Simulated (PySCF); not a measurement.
Species: C9H6N2.
Atom-mapped SMILES: `[CH:1]#[C:2][c:3]1[cH:4][n:5]2[cH:6][cH:7][cH:8][cH:9][c:10]2[n:11]1` (hydrogens: H12 on C1; H13 on C4; H14 on C6; H15 on C7; H16 on C8; H17 on C9)

Level: CAM-B3LYP/def2-SVPD in PySCF, non-relativistic, on one gas-phase PBE0-D3(BJ)/def2-SVP geometry that isn't relaxed in the solvent. The solvent is an IEF-PCM continuum (Bondi radii, 1.10 Å for H, scaled by 1.2), and excitations are vertical TDDFT with non-equilibrium linear response and a frozen core. Specific hydrogen bonds and non-electrostatic terms are outside this model.

Gas-phase singlets (H = HOMO, L = LUMO):

```tsv
state	E (eV)	λ (nm)	f	leading configuration
S1	4.360	284	0.118	H→L 91%
S2	4.843	256	0.036	H-1→L 64%
S3	5.752	216	0.000	H-2→L 51%
S4	5.811	213	0.840	H→L+1 38%
S5	5.870	211	0.162	H-1→L+1 44%
```

Problem. How does the list change in acetone (ε = 20.49)?

Solution. 
```tsv
state	E (eV)	λ (nm)	f	leading configuration	change by rank (eV)
S1	4.457	278	0.190	H→L 94%	+0.097
S2	4.877	254	0.040	H-1→L 60%	+0.034
S3	5.722	217	1.107	H→L+1 41%	-0.030
S4	5.883	211	0.204	H-1→L+1 42%	+0.072
S5	5.907	210	0.000	H-2→L 29%	+0.037
```

Problem. What are the lowest 5 singlets in dimethylsulfoxide (ε = 46.83)?

Solution. 
```tsv
state	E (eV)	λ (nm)	f	leading configuration	change by rank (eV)
S1	4.452	278	0.208	H→L 94%	+0.092
S2	4.871	255	0.044	H-1→L 60%	+0.028
S3	5.689	218	1.155	H→L+1 42%	-0.063
S4	5.869	211	0.220	H-1→L+1 43%	+0.058
S5	5.910	210	0.000	H-2→L 26%	+0.040
```

Problem. The ground-state energy changes by -0.415 eV from gas to dimethylsulfoxide. By how much does the total energy of gas-phase S1 change?

Solution. E(S1) = E(S0) + excitation energy, so it changes by -0.415 + 0.092 = -0.323 eV: it is lowered less than the ground state, which is what a blue shift means. This is the vertical state, with the slow part of the continuum still set for S0.

Problem. How do the frontier levels move from gas to dimethylsulfoxide?

Solution. 
| orbital | gas (eV) | solvent (eV) | change (eV) |
| --- | --- | --- | --- |
| LUMO+2 | 1.18 | 1.40 | +0.22 |
| LUMO+1 | 0.60 | 0.62 | +0.02 |
| LUMO | -0.38 | -0.31 | +0.07 |
| HOMO | -7.51 | -7.52 | -0.01 |
| HOMO-1 | -8.06 | -8.15 | -0.09 |
| HOMO-2 | -9.38 | -9.73 | -0.35 |
| HOMO-3 | -9.63 | -10.04 | -0.41 |

The HOMO–LUMO gap goes from 7.13 to 7.22 eV. Rows go by rank; for LUMO+2 the atom shares or the degeneracy differ between the runs, so the row needn't follow one orbital.
